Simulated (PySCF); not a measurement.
Compound: C₃H₁₂N₂OSi₂.
Numbering: `[CH3:1][CH:2]([CH3:3])[O:4][SiH:5]1[NH:6][SiH2:7][NH:8]1` (hydrogens: H9, H10, H11 on C1; H12 on C2; H13, H14, H15 on C3; H16 on Si5; H17 on N6; H18, H19 on Si7; H20 on N8)

Torsions of this conformer, `[CH3:1][CH:2]([CH3:3])[O:4][SiH:5]1[NH:6][SiH2:7][NH:8]1`: C1–C2–O4–Si5 138°, C2–O4–Si5–N6 -154°.

The closed-shell ground state was solved at several levels (PySCF, density fitting, gas phase, non-relativistic). One conformer (not necessarily the lowest) at the PBE0-D3(BJ)/def2-SVP geometry, without solvent, vibrations or thermal averaging.

| level | basis functions | HOMO (eV) | LUMO (eV) | gap (eV) | dipole (D) |
| --- | --- | --- | --- | --- | --- |
| PBE0/pcSseg-1 | 210 | -7.09 | 0.31 | 7.40 | 1.04 |
| KT2/pcSseg-1 | 210 | -5.74 | -0.72 | 5.02 | 0.98 |

Q: What might CAM-B3LYP/def2-SVPD (267 basis functions) give for the same quantities?

A: HOMO -8.57 eV, LUMO 0.92 eV, gap 9.49 eV, dipole 1.07 D.

Q: Over all these levels, which gives the widest orbital gap and which the narrowest?

A: CAM-B3LYP/def2-SVPD (range-separated hybrid) has the widest, 9.49 eV, and KT2/pcSseg-1 (GGA) the narrowest, 5.02 eV. Functional and basis both differ between the two, so the spread mixes both effects.

Q: How far do the dipole and the HOMO energy spread over the levels?

A: The dipole runs from 0.98 to 1.07 D (mean 1.03 D) and the HOMO from -8.57 to -5.74 eV.
